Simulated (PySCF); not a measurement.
C7H9Cl.
SMILES: `ClC[C@@]12CC=C[C@@H]1C2`

The closed-shell SCF was solved with PySCF and density fitting under several settings on one GFN2-xTB geometry (grid level 2 and gas phase unless stated).

| settings | basis functions | SCF cycles | E (Eh) | HOMO (eV) | LUMO (eV) | dipole (D) |
| --- | --- | --- | --- | --- | --- | --- |
| PBE0/pcSseg-1 | 188 | 13 | -731.7855 | -6.88 | 0.22 | 2.02 |
| PBE0/def2-SVPD | 239 | 13 | -731.5249 | -6.89 | 0.12 | 2.06 |
| OLYP/def2-SVPD | 239 | 16 | -731.9078 | -5.64 | -0.72 | 2.06 |
| CAM-B3LYP/def2-SVPD, level shift 0.3 Eh | 239 | 13 | -731.8470 | -8.19 | 1.20 | 2.06 |
| PBE0/pcSseg-1, IEF-PCM acetonitrile, energy threshold 1e-06 Eh | 188 | 7 | -731.7919 | -6.77 | 0.32 | 2.61 |
| PBE0/def2-SVP, start guess atom | 161 | 11 | -731.5028 | -6.79 | 0.38 | 1.81 |
| PBE0/IGLO-II, IEF-PCM water | 243 | 13 | -731.8778 | -6.70 | 0.36 | 2.36 |

Estimate the row for these settings: HCTH407/6-311G**, grid level 3.

```
                      settings  basis functions  SCF cycles     E (Eh)  HOMO (eV)  LUMO (eV)  dipole (D)
HCTH407/6-311G**, grid level 3              206          15  -732.4450      -5.83      -0.82        2.14
```

Over all rows, what range does the HOMO–LUMO gap span?

From 4.92 eV (OLYP/def2-SVPD) to 9.39 eV (CAM-B3LYP/def2-SVPD, level shift 0.3 Eh). The functional of the narrowest has no exact exchange, that of the widest range-separated exact exchange.

And the dipole moment?

From 1.81 D (PBE0/def2-SVP, start guess atom) to 2.61 D (PBE0/pcSseg-1, IEF-PCM acetonitrile, energy threshold 1e-06 Eh); the largest is 1.44 times the smallest, and the median is 2.06 D.

Compare two rows with the functional PBE0: PBE0/pcSseg-1 and PBE0/def2-SVPD. Which energy is lower, and by how much?

PBE0/pcSseg-1 (188 functions) lies 0.2606 Eh or 164 kcal/mol below PBE0/def2-SVPD (239 functions). The smaller set gives the lower energy; the two sets aren't nested, so the variational bound doesn't order them by size.

Cycle counts include a coarse-grid stage where the run had one. All basis functions are spherical, in the Pople sets too. One conformer (not necessarily the lowest) at the GFN2-xTB geometry, without vibrations or thermal averaging.
